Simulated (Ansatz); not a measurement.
`N[SiH2][SiH](O)S` + H₂S → `O[SiH](S)S` + `N[SiH3]`  (cleavage of the Si–Si bond)

Isolated molecules relaxed with PBE0-D4/def2-TZVP in Ansatz; ΔE leaves out vibrations. CCSD(T)/CBS is the MP2 limit (def2-TZVPP, def2-QZVPP) plus CCSD(T) − MP2 in def2-TZVPP, frozen cores. This one scheme is used for every species. Functionals use def2-TZVPP. B3LYP here is the variant with VWN-RPA as its local correlation; programs differ in this. Each species was taken in one conformer, which may not be the lowest.

| level | ΔE (kJ/mol) | difference from CCSD(T)/CBS |
| --- | --- | --- |
| PBE-D4 | -59.2 | 12.4 |
| r2SCAN-D4 | -70.1 | 1.5 |
| PBE0-D4 | -63.9 | 7.7 |
| B3LYP-D4 | -66.6 | 5.0 |
| ωB97M-V | -74.3 | -2.7 |
| B2PLYP | -74.1 | -2.5 |
| r2SCAN | -71.3 | 0.3 |
| PBE0 | -66.9 | 4.7 |
| B3LYP | -71.1 | 0.5 |
| MP2/def2-TZVPP | -78.8 | -7.2 |
| CCSD/def2-TZVPP | -70.3 | 1.3 |
| CCSD(T)/def2-TZVPP | -69.5 | 2.1 |
| SCS-MP2/def2-QZVPP | -78.9 | -7.3 |
| HF/CBS(def2) | -82.8 | -11.2 |
| MP2/CBS(def2) | -80.9 | -9.3 |
| CCSD/CBS(def2) | -72.4 | -0.8 |
| CCSD(T)/CBS | -71.6 | 0 |

Largest T1 diagnostic among the species: 0.012.

The D4 term adds +4.5 kJ/mol with B3LYP and +3.0 kJ/mol with PBE0; it sums over pairs of atoms, weighted by their polarisabilities, and B3LYP, whose exchange is more repulsive, gets the larger term. In def2-TZVPP, CCSD(T) changes the Hartree–Fock value by +12.8 kJ/mol (the triples alone add +0.8 kJ/mol) and MP2 by +3.6 kJ/mol. From PBE to PBE0 (25 % exact exchange), in def2-TZVPP and without D4, ΔE moves by −4.8 kJ/mol.
